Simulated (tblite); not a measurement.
C₄H₈FNSi₂.
Numbering: `[CH3:1][C@@H:2]1[SiH2:3][C@H:4]([F:5])[Si@@H:6]1[C:7]#[N:8]` (hydrogens: H9, H10, H11 on C1; H12 on C2; H13, H14 on Si3; H15 on C4; H16 on Si6)

A start from a force field or distance geometry was refined with tblite, GFN2-xTB geometry optimisation, gas phase. Values at the start:

```json
{"coordinate": "C1–C2", "start": "1.504 Å"}
{"coordinate": "C1–H9", "start": "1.121 Å"}
{"coordinate": "C2–Si3", "start": "1.878 Å"}
{"coordinate": "C2–Si6", "start": "1.877 Å"}
{"coordinate": "C2–H12", "start": "1.105 Å"}
{"coordinate": "Si3–C4", "start": "1.905 Å"}
{"coordinate": "Si3–H13", "start": "1.481 Å"}
{"coordinate": "Si3–H14", "start": "1.443 Å"}
{"coordinate": "C4–F5", "start": "1.379 Å"}
{"coordinate": "C4–Si6", "start": "1.873 Å"}
{"coordinate": "C4–H15", "start": "1.103 Å"}
{"coordinate": "Si6–C7", "start": "1.808 Å"}
{"coordinate": "Si6–H16", "start": "1.434 Å"}
{"coordinate": "C7≡N8", "start": "1.165 Å"}
{"coordinate": "C1–C2–Si3", "start": "115.4°"}
{"coordinate": "C1–C2–Si6", "start": "116.0°"}
{"coordinate": "C2–Si3–C4", "start": "84.0°"}
{"coordinate": "C2–Si6–C7", "start": "111.5°"}
{"coordinate": "Si3–C2–Si6", "start": "84.7°"}
{"coordinate": "Si3–C4–F5", "start": "114.4°"}
{"coordinate": "Si3–C4–Si6", "start": "84.0°"}
{"coordinate": "F5–C4–Si6", "start": "115.7°"}
{"coordinate": "C1–C2–Si3–C4", "start": "-151°"}
{"coordinate": "C1–C2–Si6–C4", "start": "151°"}
{"coordinate": "C2–Si3–C4–F5", "start": "150°"}
{"coordinate": "Si3–C4–Si6–C7", "start": "76°"}
```

Problem. How do these coordinates change at the GFN2-xTB level?

Solution. 
| coordinate | GFN2-xTB (Å or °) | change |
| --- | --- | --- |
| C4–Si6 | 1.936 | +0.063 |
| C2–Si3 | 1.935 | +0.057 |
| Si6–C7 | 1.864 | +0.056 |
| C2–Si6 | 1.927 | +0.050 |
| Si3–C4 | 1.943 | +0.038 |
| C1–H9 | 1.089 | -0.032 |
| Si6–H16 | 1.462 | +0.028 |
| Si3–H13 | 1.458 | -0.023 |
| C1–C2 | 1.525 | +0.021 |
| C7≡N8 | 1.145 | -0.020 |
| Si3–H14 | 1.463 | +0.020 |
| C2–H12 | 1.094 | -0.011 |
| C4–F5 | 1.389 | +0.010 |
| C4–H15 | 1.094 | -0.009 |
| Si3–C4–Si6 | 92.2 | +8.2 |
| Si3–C2–Si6 | 92.7 | +8.0 |
| C1–C2–Si3 | 117.8 | +2.4 |
| C2–Si6–C7 | 109.2 | -2.3 |
| Si3–C4–F5 | 116.7 | +2.3 |
| C1–C2–Si6 | 117.8 | +1.8 |
| C2–Si3–C4 | 85.6 | +1.6 |
| F5–C4–Si6 | 117.3 | +1.6 |
| Si3–C4–Si6–C7 | 95 | +19 |
| C2–Si3–C4–F5 | 136 | -14 |
| C1–C2–Si3–C4 | -138 | +13 |
| C1–C2–Si6–C4 | 138 | -13 |

The energy falls by 20.1 kcal/mol over 116 L-BFGS steps, the largest force on an atom goes from 3.68 to 0.008 eV/Å, and the atoms move by 0.581 Å rms after alignment. The bond that changes most is C4–Si6 (sp3 C–F carbon to SiH silicon), which lengthens by 0.063 Å. Bonds longer at the end by more than 0.005 Å: 9 of 16; shorter: 7. Among the dihedrals that turn most is H11–C1–C2–Si3, from -9° to 55°. Rotational constants go from 1626, 1469, 1028 to 1546, 1371, 909.1 MHz.

Hardware: Arm Neoverse V2, one thread, no GPU (shared host). Cost: 0.79 s of wall time.

Its GFN2-xTB frequencies are all real (lowest 41 cm⁻¹). One conformer, not necessarily the lowest.

All values are computed, not measured.
